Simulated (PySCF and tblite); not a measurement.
Results of a calculation; reference values are marked as such.
C6H18S3Si3, numbered as in [CH3:1][Si:2]1([CH3:3])[S:4][Si:5]([CH3:6])([CH3:7])[S:8][Si:9]([CH3:10])([CH3:11])[S:12]1: conformational analysis

Geometries GFN2-xTB; weights from B3LYP-D3(BJ)/6-31G* energies and GFN2-xTB thermal corrections, with symmetry numbers and mirror pairs. Conformers within 3 kcal/mol (GFN2-xTB free energy) were kept, 10 at most. GIAO shieldings: KT3/6-31G*. Run with PySCF (density fitting) and tblite.

The 6-ring runs over atoms 2–4–5–8–9–12. Of a mirror pair one member is shown.

```csv
conformer,shape,symmetry,E(GFN2) kcal/mol,E(DFT) kcal/mol,G(298.15 K) kcal/mol,weight %,dipole D
1,"6-ring twist-boat (ring torsions 73, -36, -36, 73, -33, -33°)",C2 (pair),0.00,0.00,0.00,99.6,1.08
2,"6-ring chair (C3, C7, C11 axial)",C3 (pair),2.71,3.47,3.35,0.4,2.90
```

Weights (%) against temperature:

```csv
T (K),1,2,S(mix) cal/mol/K
150,100.0,0.0,1.38
200,100.0,0.0,1.38
250,99.9,0.1,1.40
298.15,99.6,0.4,1.42
400,98.6,1.4,1.53
```

Coordinates of conformer 1 (Å):

```xyz
30

C    -2.371    2.075   -1.004
Si   -0.797    1.669   -0.024
C    -0.134    3.172    0.926
S     0.651    0.998   -1.497
Si    2.010   -0.322   -0.430
C     3.405   -0.700   -1.647
C     2.592    0.469    1.195
S     1.059   -2.219    0.034
Si   -1.019   -1.755    0.463
C    -1.981   -1.750   -1.175
C    -1.616   -3.047    1.704
S    -1.203    0.157    1.481
H    -2.747    1.216   -1.551
H    -2.172    2.862   -1.723
H    -3.155    2.417   -0.336
H     0.104    3.979    0.241
H    -0.881    3.532    1.627
H     0.762    2.937    1.492
H     3.975    0.196   -1.868
H     4.078   -1.441   -1.230
H     3.016   -1.088   -2.582
H     3.024    1.451    1.026
H     1.768    0.574    1.897
H     3.346   -0.154    1.665
H    -1.537   -1.060   -1.889
H    -3.018   -1.465   -1.025
H    -1.965   -2.739   -1.622
H    -1.459   -4.046    1.313
H    -1.079   -2.967    2.644
H    -2.673   -2.921    1.912
```

Search and properties took 4.2 min on 1 thread of Intel Xeon 6975P-C, on a host shared with other jobs (rough), launched as `OMP_NUM_THREADS=1 python ens_run.py task.json out`.


Conformer gaps in 6-31G* on xTB geometries can be 2 kcal/mol off for S=O, P=O and other polar bonds.